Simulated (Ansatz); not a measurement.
An input for doublet C2H5BO+

The species is C2H5BO+ (9 atoms), meant as a doublet with charge +1. SMILES of the parent species: `B1CCO1`. Geometry: optimised at PBE0/def2-SVP.

| atom | x (Å) | y (Å) | z (Å) |
| --- | --- | --- | --- |
| B | -0.5169 | 0.1967 | -1.1656 |
| C | 0.5588 | 0.5810 | 0.3057 |
| C | -0.0710 | -0.7279 | 0.6761 |
| O | -0.8771 | -0.8891 | -0.5704 |
| H | -0.5777 | 0.9330 | -2.1099 |
| H | 0.1507 | 1.5251 | 0.6969 |
| H | 1.5780 | 0.6105 | -0.1081 |
| H | -0.7721 | -0.6932 | 1.5203 |
| H | 0.6157 | -1.5824 | 0.7379 |

Settings wanted:

```json
{
  "basis set": "def2-SVP",
  "core potential": "none",
  "integral approximation": "none",
  "task": "energy",
  "method": "RPA",
  "functional": "PBE",
  "reference": "UKS",
  "accuracy": "medium",
  "frozen core orbitals": "4"
}
```

Question: Give an Ansatz 0.2.0 job that does this.

Answer: This one ran through:

run.yaml:
```yaml
crystal:
  periodic: [false, false, false]
  atoms:
    - {symbol: B, position_ang: [-0.516907, 0.196688, -1.165570]}
    - {symbol: C, position_ang: [0.558843, 0.581047, 0.305651]}
    - {symbol: C, position_ang: [-0.071025, -0.727907, 0.676060]}
    - {symbol: O, position_ang: [-0.877058, -0.889120, -0.570441]}
    - {symbol: H, position_ang: [-0.577664, 0.933023, -2.109889]}
    - {symbol: H, position_ang: [0.150690, 1.525064, 0.696868]}
    - {symbol: H, position_ang: [1.578045, 0.610464, -0.108063]}
    - {symbol: H, position_ang: [-0.772101, -0.693182, 1.520338]}
    - {symbol: H, position_ang: [0.615677, -1.582378, 0.737947]}
basis:
  gaussian: {orbitals: def2-SVP}
total_charge: 1
magnetization: {spin_polarized: true, initial_magnetization: 1}
hamiltonian: {xc: pbe}
correlation: {method: rpa, frozen_orbitals: {B: 1, C: 1, H: 0, O: 1}}
```

```bash
$ ansatz run run.yaml --threads 1 --pin off --max-ram 3480MiB --events-out events.jsonl --progress --plain --runs-dir runs
```

Calculated total energy: -178.55320 Eh.
